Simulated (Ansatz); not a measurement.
Problem. Name a neutral molecule of Al, C, N, O, S, Si and H with HOMO–LUMO gap (B3LYP/def2-TZVPP) between 5.35 and 5.65 eV and LUMO energy (B3LYP/def2-TZVPP) between -1.55 and -1.25 eV (Ansatz, PBE0-D4/def2-TZVP geometry).

Solution. `NC1[O][Al]([SH])[SiH2]1` (5.46 eV, -1.39 eV). Other molecules can fit too; these were computed, each in one conformer that needn't be the lowest.

B3LYP here is the variant with VWN-RPA as its local correlation; programs differ in this.
